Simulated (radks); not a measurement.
Species: In I. Configuration: [Kr] 4d10 5p3 (not the ground configuration). Method: Dirac Kohn-Sham, PBE, spin-unpolarised, spherical densities, finite nucleus; open shells are shared between the two j in proportion to 2j + 1; Fermi nuclear charge, rms radius 4.6156 fm; computed with a radial shooting solver on a logarithmic mesh with Libxc functionals.

X-ray form factor f0, the Fourier transform of the density (f0(0) = 49):

sin(theta)/lambda (1/angstrom)  f0 (electrons)
0.05                                    47.864
0.1                                     45.270
0.15                                    42.358
0.2                                     39.518
0.25                                    36.765
0.3                                     34.110
0.4                                     29.306
0.5                                     25.454
0.6                                     22.559
0.8                                     18.725
1                                       16.039
1.25                                    13.093
1.5                                     10.518
2                                        7.120
